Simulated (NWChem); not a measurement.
The numbers come from NWChem runs, not from measurements. System: O2Se, charge 0, spin multiplicity 1, displaced from the optimised geometry.

The NWChem input:

```
start mol
memory heap 100 mb stack 700 mb global 1900 mb
geometry units angstroms nocenter noautoz noautosym
  O      1.149481     0.000000     0.456102
  Se     0.000000     0.000000    -0.275383
  O     -1.352331     0.000000     0.585188
end
basis spherical
  * library def2-svp
end
scf
  rhf
  nopen 0
  maxiter 100
  thresh 1e-7
  semidirect memsize 60000000 filesize 0
end
tce
  freeze core 11
  cr-ccsd(t)
  2eorb
  2emet 13
  thresh 1e-6
  maxiter 100
  tilesize 24
end
task tce energy
```

The output up to the point where the run's verdict is printed (cleaned and shortened):

```
             Northwest Computational Chemistry Package (NWChem) 7.3.0
             --------------------------------------------------------

                                NWChem Input Module
                                -------------------

 Scaling coordinates for geometry "geometry" by  1.889725989
 (inverse scale =  0.529177249)

                             Geometry "geometry" -> ""
                             -------------------------

 Output coordinates in angstroms (scale by  1.889725989 to convert to a.u.)

  No.       Tag          Charge          X              Y              Z
 ---- ---------------- ---------- -------------- -------------- --------------
    1 O                    8.0000     1.14948100     0.00000000     0.45610200
    2 Se                  34.0000     0.00000000     0.00000000    -0.27538300
    3 O                    8.0000    -1.35233100     0.00000000     0.58518800

 Effective nuclear repulsion energy (a.u.)     208.9569807822

            Nuclear Dipole moment (a.u.)
            ----------------------------
        X                 Y               Z
 ---------------- ---------------- ----------------
    -3.0666473343     0.0000000000    -1.9515238079


 Summary of "ao basis" -> "" (spherical)
 ------------------------------------------------------------------------------
       Tag                 Description            Shells   Functions and Types
 ---------------- ------------------------------  ------  ---------------------
 *                          def2-svp                  on all atoms

 Summary of "ao basis" -> "ao basis" (spherical)
 ------------------------------------------------------------------------------
       Tag                 Description            Shells   Functions and Types
 ---------------- ------------------------------  ------  ---------------------
 O                          def2-svp                 6       14   3s2p1d
 Se                         def2-svp                12       32   5s4p3d

                                 NWChem SCF Module
                                 -----------------

  ao basis        = "ao basis"
[...]
                   ---------------------------------------------


            General Information
            -------------------
      Number of processors :     1
         Wavefunction type : Restricted Hartree-Fock
          No. of electrons :    50
           Alpha electrons :    25
            Beta electrons :    25
           No. of orbitals :   120
            Alpha orbitals :    60
             Beta orbitals :    60
        Alpha frozen cores :    11
         Beta frozen cores :    11
     Alpha frozen virtuals :     0
      Beta frozen virtuals :     0
         Spin multiplicity : singlet
    Number of AO functions :    60
       Number of AO shells :    24
        Use of symmetry is : off
      Symmetry adaption is : off
         Schwarz screening : 0.10D-09

          Correlation Information
          -----------------------
          Calculation type : Coupled-cluster singles & doubles w/ perturbation
   Perturbative correction : Completely renormalized (T)
            Max iterations :      100
        Residual threshold : 0.10D-05
     T(0) DIIS level shift : 0.00D+00
     L(0) DIIS level shift : 0.00D+00
     T(1) DIIS level shift : 0.00D+00
     L(1) DIIS level shift : 0.00D+00
     T(R) DIIS level shift : 0.00D+00
     T(I) DIIS level shift : 0.00D+00
   CC-T/L Amplitude update :  5-th order DIIS
                I/O scheme : Global Array Library
        L-threshold :  0.10D-05
        EOM-threshold :  0.10D-05
 no EOMCCSD initial starts read in
 TCE RESTART OPTIONS
 SLICE:      F
 D4D5:       F
 quantumc:   F
 qrotation:  F
 pwtce:      F
 qducc:      F
 nacto:                         0
 nrotv:                         0
 nrot:                          0

            Memory Information
            ------------------
          Available GA space size is     249033200 doubles
          Available MA space size is     104853508 doubles

 Maximum block size supplied by input
 Maximum block size        24 doubles

 tile_dim =     18

 -------------------------------------------------

 Global array virtual files algorithm will be used

 Parallel file system coherency ......... OK

 4-electron integrals stored in orbital form

 v2    file size   =          1508361
 4-index algorithm nr.  13 is used
 imaxsize =       30
 imaxsize ichop =        0


CCSD iterations
 ---------------------------------------------------------
 Iter          Residuum       Correlation     Cpu    Wall
 ---------------------------------------------------------
    1   0.2031168171397  -0.6151714728244     0.3     0.3
    2   0.0535530293602  -0.5874655741855     0.3     0.3
    3   0.0188227253214  -0.6040201096039     0.3     0.3
    4   0.0115137115735  -0.6014931288430     0.3     0.3
    5   0.0047069399707  -0.6040280705478     0.3     0.3
    6   0.0020539354553  -0.6038662758837     0.3     0.3
    7   0.0015355813021  -0.6038369173645     0.3     0.3
    8   0.0007261012764  -0.6038770552068     0.3     0.3
    9   0.0006527645009  -0.6038699801418     0.3     0.3
   10   0.0003194097200  -0.6039045747743     0.3     0.3
   11   0.0000770965782  -0.6039313974292     0.3     0.3
   12   0.0000421922643  -0.6039219758303     0.3     0.3
   13   0.0000268030359  -0.6039247003876     0.3     0.3
   14   0.0000176963822  -0.6039226299604     0.3     0.3
   15   0.0000110095000  -0.6039234775179     0.3     0.3
   16   0.0000029222386  -0.6039228792261     0.3     0.3
   17   0.0000021724155  -0.6039228889067     0.3     0.3
   18   0.0000010775244  -0.6039229536560     0.3     0.3
   19   0.0000009249112  -0.6039229663088     0.3     0.3
 -----------------------------------------------------------------
 Iterations converged
 CCSD correlation energy / hartree =        -0.603922966308833
 CCSD total energy / hartree       =     -2549.549083123300079

 Singles contributions

 Doubles contributions
    26a   (alpha)    26a   (beta ) ---    24a   (alpha)    24a   (beta )       -0.1055447669
 CR-CCSD(T)
```

The run crashed. NWChem stopped with the message: ccsd_t 3.
